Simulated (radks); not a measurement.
Hf IV, configuration [Xe] 4f14 5d0.5 6s0.5 (fractional occupations, a model configuration). Calculated with a radial shooting solver on a logarithmic mesh with Libxc functionals: scalar-relativistic Kohn-Sham, PBE, spin-polarised, spherical densities, point nucleus; open shells are filled with parallel spins first (spin-orbit coupling, left out, can overturn this in heavy ions).

X-ray form factor f0, the Fourier transform of the density (f0(0) = 69):

sin(theta)/lambda (1/angstrom)  f0 (electrons)
0.05                                    68.358
0.1                                     66.564
0.15                                    63.932
0.2                                     60.805
0.25                                    57.457
0.3                                     54.078
0.4                                     47.691
0.5                                     42.132
0.6                                     37.422
0.8                                     29.965
1                                       24.480
1.25                                    19.841
1.5                                     16.957
2                                       13.420
